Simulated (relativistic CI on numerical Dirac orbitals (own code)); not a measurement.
# La¹¹⁺: computed level list

Computed by Dirac-Coulomb-Breit CI, orbitals from a KLI potential per configuration, QED by a radiative potential, unscaled Slater integrals (own radial code, finite nucleus).

Configurations in the expansion (outside the closed core [Ar] 3d10): 4s2 4p6 4d10, 4s2 4p6 4d9 4f, 4s2 4p6 4d9 5s, 4s2 4p6 4d9 5p, 4s2 4p5 4d10 4f, 4s2 4p6 4d9 5d, 4s 4p6 4d10 4f, 4s2 4p6 4d9 6s, 4s2 4p6 4d9 5f, 4s2 4p6 4d9 6p. Double excitations out of closed p, d and f shells are left out; levels of such configurations are missing from the list, as are those of other unlisted configurations, and high levels can miss mixing partners.

| No. | Configuration | Term | J | E (eV) | % | Lifetime (s) |
| --- | --- | --- | --- | --- | --- | --- |
| 1 | 4s2 4p6 4d10 | 1S | 0 | 0.000 | 100 |  |
| 2 | 4s2 4p6 4d9 5s | 3D | 3 | 88.161 | 100 |  |
| 3 | 4s2 4p6 4d9 5s | 3D | 2 | 88.724 | 58 | 7.63e-07 |
| 4 | 4s2 4p6 4d9 5s | 3D | 1 | 91.218 | 100 | 5.25e-03 |
| 5 | 4s2 4p6 4d9 5s | 1D | 2 | 91.743 | 58 | 5.03e-07 |
| 6 | 4s2 4p6 4d9 4f | 3P° | 0 | 100.231 | 100 | 6.81e-04 |
| 7 | 4s2 4p6 4d9 4f | 3P° | 1 | 100.746 | 98 | 2.42e-09 |
| 8 | 4s2 4p6 4d9 4f | 3P° | 2 | 101.791 | 91 | 9.98e-07 |
| 9 | 4s2 4p6 4d9 4f | 3H° | 6 | 103.417 | 100 | 2.13e+03 |
| 10 | 4s2 4p6 4d9 4f | 3H° | 5 | 103.907 | 80 | 7.64e-01 |
| 11 | 4s2 4p6 4d9 4f | 3F° | 2 | 105.249 | 39 | 8.71e-08 |
| 12 | 4s2 4p6 4d9 4f | 3H° | 4 | 105.338 | 82 | 2.07e-05 |
| 13 | 4s2 4p6 4d9 4f | 3F° | 3 | 105.350 | 51 | 4.08e-08 |
| 14 | 4s2 4p6 4d9 4f | 3F° | 4 | 105.773 | 88 | 2.75e-07 |
| 15 | 4s2 4p6 4d9 4f | 3D° | 1 | 106.500 | 97 | 4.01e-10 |
| 16 | 4s2 4p6 4d9 4f | 1H° | 5 | 106.726 | 51 | 2.09e-02 |
| 17 | 4s2 4p6 4d9 4f | 3D° | 2 | 107.058 | 48 | 3.00e-07 |
| 18 | 4s2 4p6 4d9 4f | 3D° | 3 | 107.129 | 45 | 9.88e-09 |
| 19 | 4s2 4p6 4d9 5p | 3P° | 2 | 107.268 | 73 | 2.13e-10 |
| 20 | 4s2 4p6 4d9 5p | 3F° | 3 | 107.837 | 51 | 2.14e-10 |
| 21 | 4s2 4p6 4d9 4f | 1G° | 4 | 107.923 | 49 | 7.68e-05 |
| 22 | 4s2 4p6 4d9 4f | 3F° | 2 | 108.197 | 60 | 3.27e-08 |
| 23 | 4s2 4p6 4d9 4f | 3G° | 5 | 108.522 | 57 | 3.57e-03 |
| 24 | 4s2 4p6 4d9 4f | 3G° | 3 | 109.575 | 72 | 3.21e-07 |
| 25 | 4s2 4p6 4d9 4f | 3G° | 4 | 110.056 | 51 | 1.53e-07 |
| 26 | 4s2 4p6 4d9 5p | 3F° | 2 | 110.505 | 86 | 2.01e-10 |
| 27 | 4s2 4p6 4d9 5p | 3P° | 1 | 110.892 | 70 | 1.19e-10 |
| 28 | 4s2 4p6 4d9 5p | 3F° | 4 | 111.497 | 100 | 1.16e-10 |
| 29 | 4s2 4p6 4d9 4f | 1F° | 3 | 111.547 | 82 | 1.04e-08 |
| 30 | 4s2 4p6 4d9 5p | 1D° | 2 | 112.460 | 63 | 1.17e-10 |
| 31 | 4s2 4p6 4d9 5p | 1P° | 1 | 112.628 | 84 | 5.08e-12 |
| 32 | 4s2 4p6 4d9 5p | 3D° | 3 | 112.979 | 73 | 1.05e-10 |
| 33 | 4s2 4p6 4d9 5p | 3P° | 0 | 113.602 | 100 | 1.27e-10 |
| 34 | 4s2 4p6 4d9 5p | 3F° | 3 | 115.026 | 47 | 1.15e-10 |
| 35 | 4s2 4p6 4d9 5p | 3D° | 1 | 115.333 | 64 | 2.12e-11 |
| 36 | 4s2 4p6 4d9 5p | 3D° | 2 | 115.892 | 58 | 1.05e-10 |
| 37 | 4s2 4p6 4d9 4f | 1P° | 1 | 136.105 | 96 | 3.30e-13 |
| 38 | 4s2 4p6 4d9 5d | 3S | 1 | 141.015 | 78 | 2.28e-11 |
| 39 | 4s2 4p6 4d9 5d | 3G | 4 | 142.307 | 56 | 2.17e-11 |
| 40 | 4s2 4p6 4d9 5d | 3P | 2 | 142.583 | 54 | 2.16e-11 |
| 41 | 4s2 4p6 4d9 5d | 3G | 5 | 142.799 | 100 | 2.50e-11 |
| 42 | 4s2 4p6 4d9 5d | 1P | 1 | 142.828 | 53 | 2.62e-11 |
| 43 | 4s2 4p6 4d9 5d | 3D | 3 | 143.073 | 45 | 2.19e-11 |
| 44 | 4s2 4p6 4d9 5d | 3D | 3 | 143.674 | 41 | 2.50e-11 |
| 45 | 4s2 4p6 4d9 5d | 1D | 2 | 143.807 | 45 | 2.48e-11 |

Energies count from the lowest computed level; ° marks odd parity; lifetimes are radiative, by E1, M1, E2, M2, E3 decay to levels of this space only; some are left blank where a channel outside the calculation adds to the decay or the decay crosses a small, uncertain gap.

The mean weight of the leading LS term, summed over parents, in these 45 levels is 71 %, and that of the leading jj configuration (from the same eigenvectors) 80 %.

At this charge energies of transitions that change n are usually good to better than 1 %, and those within a shell (Δn = 0) to a few per cent. Levels and lines within the n = 5 or 6 shells can be off by up to 10 % or somewhat more, and those that change n by about 2 %, since core polarisation is missing.

LS names give the leading component of a level, which can be under half, so a name can repeat, a term be missing and a line seem to break the LS rules.
